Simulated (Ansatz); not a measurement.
**A family of molecules: the dipole moment**

One atom is swapped for its congeners: CHBrFI `FC(Br)I`; CHBr2I (dibromoiodomethane) `BrC(Br)I`; CHBrI2 (bromodiiodomethane) `BrC(I)I`. The Cl member is missing. All are singlets with charge 0.

Shapes, held fixed at every level: PBE0-D4/def2-TZVP. Programs: Ansatz 0.2.0. Values in D.

(1) How should the dipole moment change along the series?

Answers

(1) At wB97M-V/def2-TZVPP the dipole moment falls at every step, from 1.10 to 0.76 D. Every level shows the same order. For atoms past krypton def2 sets carry core potentials with scalar relativity. Relativity is left out for Br unless named. Magnitudes only: a dipole under 1 D may point either way.

| level | CHBrFI | CHBr2I | CHBrI2 |
| --- | --- | --- | --- |
| PBE-D4/def2-TZVPP | 0.99 | 0.79 | 0.69 |
| r2SCAN-D4/def2-TZVPP | 1.06 | 0.85 | 0.75 |
| B3LYP-D4/def2-TZVPP | 1.09 | 0.84 | 0.74 |
| wB97M-V/def2-TZVPP | 1.10 | 0.86 | 0.76 |
